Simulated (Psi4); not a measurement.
F3In (SMILES [F][In]([F])[F]), singlet, at a GFN2-xTB geometry (such geometries of metal compounds can be far from the true shape) (core potentials on In). Base run: SVWN/def2-SVP in Psi4.

Input for Psi4:
```
memory 2 GB

molecule mol {
0 1
  In    0.000000    0.000000    0.000000
  F    -1.677692   -1.020311    0.030266
  F     0.015199    1.844970   -0.672648
  F     1.662493   -0.824659    0.642382
}

set basis def2-svp
set reference rks

energy('svwn')
print_variables()
```

Variants of this job, named by their change:

| change | ΔE vs base (µEh) | SCF cycles | grid points | basis functions | outcome |
|---|---|---|---|---|---|
| base | 0.0 | 9 | 87296 | 68 | converged |
| level_shift = 1.0 | 0.0 | 9 | 87296 | 68 | converged |
| scf_type = cd | -902 | 9 | 87296 | 68 | converged |
| d_convergence = 1e-10 | 0.0 | 13 | 87296 | 68 | converged |
| dft_radial_scheme = becke | -0.9 | 9 | 77521 | 68 | converged |
| scf_type = out_of_core | 96.8 | 9 | 87296 | 68 | converged |
| guess = sapgau | 0.0 | 12 | 87296 | 68 | converged |
| df_basis_scf = cc-pvtz-jkfit | - | - | - | 68 | input refused |
| dft_radial_points = 150 | 1.8 | 9 | 173968 | 68 | converged |
| scf_type = mem_df | 0.0 | 9 | 87296 | 68 | converged |
| dft_pruning_scheme = robust | 0.0 | 9 | 67082 | 68 | converged |
| dft_basis_tolerance = 1e-8 | 0.0 | 9 | 86502 | 68 | converged |
| scf_initial_accelerator = none | 0.0 | 9 | 87296 | 68 | converged |

- df_basis_scf = cc-pvtz-jkfit: ended with `psi4.driver.qcdb.exceptions.BasisSetNotFound: BasisSet::construct: Unable to find a basis set for atom 1 for key JKFIT among:`
